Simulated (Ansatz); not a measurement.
Gas-phase electronic energies from Ansatz, PBE0-D4/def2-TZVP geometries. CCSD(T)/CBS is the MP2 limit (def2-TZVPP, def2-QZVPP) plus CCSD(T) − MP2 in def2-TZVPP, frozen cores. This one scheme is used for every species. Functionals use def2-TZVPP. Each species was taken in one conformer, which may not be the lowest.

Reaction (formal exchange of groups at the Si–S bond): `F[SiH2]SS` + `C=O` → `O=C[SiH2]F` + `SS`

`F[SiH2]SS`:

```xyz
7

F    -0.344    0.286   -2.381
Si   -0.384   -0.090   -0.828
S     0.713    1.390    0.248
S     0.241    0.370    1.984
H    -1.794   -0.094   -0.386
H     0.262   -1.410   -0.657
H     1.306   -0.453    2.019
```

`C=O`:

Z-matrix (Å, degrees):
```
C
O 1 1.195
H 1 1.109 2 122.0
H 1 1.109 2 122.0 3 -180.0
```

`O=C[SiH2]F`:

Z-matrix (Å, degrees):
```
Si
C 1 1.917
F 1 1.600 2 109.7
H 1 1.480 2 108.6 3 -119.1
H 1 1.480 2 108.7 3 119.2
O 2 1.206 1 117.9 3 -180.0
H 2 1.115 1 122.0 3 -0.0
```

`SS`:

```xyz
4

S    -0.362    0.205    1.045
S     0.334   -0.958   -0.488
H     0.486    1.242    0.914
H    -0.458   -0.489   -1.472
```

CCSD(T)/CBS gives +85.3 kJ/mol.

(1) Another level gave +76.8 kJ/mol. Which?
A. revPBE/def2-TZVPP
B. LC-ωPBE/def2-TZVPP
C. PBE-QIDH/def2-TZVPP
D. BLYP/def2-TZVPP

Largest T1 diagnostic among the species: 0.015.

Results:

(1) A. revPBE 76.8, PBE-QIDH 89.1, LC-ωPBE 80.9, BLYP 69.6 kJ/mol.

The D4 term adds +6.6 kJ/mol with B3LYP and +3.5 kJ/mol with PBE0; it sums over pairs of atoms, weighted by their polarisabilities, and B3LYP, whose exchange is more repulsive, gets the larger term. At CCSD(T), def2-SVP lies −8.1 kJ/mol from the extrapolated value and def2-TZVPP −1.8 kJ/mol.

B3LYP here is the variant with VWN-RPA as its local correlation; programs differ in this.
